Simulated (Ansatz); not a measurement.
`C[SiH2]OC(C)=O` and `CC(=O)OC(C)C` differ in one atom or group.

Ansatz, PBE0-D4/def2-TZVP geometries, multiplicity 1. Each molecule was computed in one conformer, which needn't be the lowest.

```json
{"property": "HOMO–LUMO gap (PBE0/def2-TZVPP) / eV", "`C[SiH2]OC(C)=O`": "8.22"}
{"property": "size of the dipole moment (PBE/def2-TZVPP) / D", "`C[SiH2]OC(C)=O`": "2.41"}
{"property": "LUMO energy (PBE/def2-TZVPP) / eV", "`C[SiH2]OC(C)=O`": "-1.01"}
{"property": "HOMO energy (B3LYP/def2-TZVPP) / eV", "`C[SiH2]OC(C)=O`": "-7.82"}
{"property": "HOMO–LUMO gap (B3LYP/def2-TZVPP) / eV", "`C[SiH2]OC(C)=O`": "7.67"}
{"property": "HOMO energy (PBE0/def2-TZVPP) / eV", "`C[SiH2]OC(C)=O`": "-8.07"}
```

What does the change do to each property? (An estimate is asked.)

Ansatz gave: 
```
                                      property  `CC(=O)OC(C)C`  shift
          HOMO–LUMO gap (PBE0/def2-TZVPP) / eV            8.31   0.09
size of the dipole moment (PBE/def2-TZVPP) / D            1.91  -0.50
             LUMO energy (PBE/def2-TZVPP) / eV           -0.68   0.33
           HOMO energy (B3LYP/def2-TZVPP) / eV           -7.59   0.23
         HOMO–LUMO gap (B3LYP/def2-TZVPP) / eV            7.75   0.08
            HOMO energy (PBE0/def2-TZVPP) / eV           -7.84   0.23
```

With PBE0 the HOMO rises by 0.23 eV and the LUMO rises by 0.32 eV, so the gap widens by about 0.09 eV. PBE moves the HOMO by 0.23 eV and ωB97M-V by 0.24 eV. Dipoles are sizes alone; their direction can turn.

B3LYP here is the variant with VWN-RPA as its local correlation; programs differ in this.
